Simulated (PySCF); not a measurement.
## From computed data to an observable: entropy of an ideal gas

Sn(H)3(Me) (CH6Sn), SMILES [SnH3][CH3].

Geometry: PBE0-D3(BJ)/def2-TZVP. The def2 effective core potentials stand for the cores of Sn; spin–orbit coupling is left out.

PBE0-D3(BJ)/def2-TZVP (PySCF 2.14.0) gives the harmonic wavenumbers 112, 408, 408, 536, 698, 727, 727, 796, 796, 1229, 1456, 1456, 1937, 1937, 1938, 3070, 3166, 3166 cm⁻¹ and the rotational temperatures 2.2118, 0.3308, 0.3308 K. The molar mass is 136.77 g/mol, the symmetry number 3, the spin multiplicity 1.

Task: Work out the entropy at 298.15 K and 1 atm in the rigid-rotor, harmonic-oscillator model.

Result: 
Translation (Sackur–Tetrode at 1 atm): S = R[1.5 ln M + 2.5 ln T − 1.16487] = 170.1 J/(mol K).
Rotation: q = (√π/σ) T^1.5/√(θA θB θC) = 6180, S = R[ln q + 3/2] = 85.1 J/(mol K).
Vibration: with u = 1.4388 ν/T, each mode gives R[u/(e^u − 1) − ln(1 − e^−u)]:
```tsv
ν (cm⁻¹)	modes	u	S (J/(mol K))
112	1	0.54	13.53
408	2	1.97	7.81
536	1	2.59	2.40
698	1	3.37	1.29
727	2	3.51	2.31
796	2	3.84	1.76
1229	1	5.93	0.15
1456	2	7.03	0.12
1937	2	9.35	0.02
1938	1	9.35	0.01
```
The stiffer modes add less than 0.005 each. Sum 29.4 J/(mol K).
Spin: R ln 1 = 0.0 J/(mol K).
Total 284.5 J/(mol K); the program's own thermochemistry gives 284.5. Translation makes up 60 % and vibration 10 %. Anharmonicity, hindered rotation and orbital degeneracy are left out.
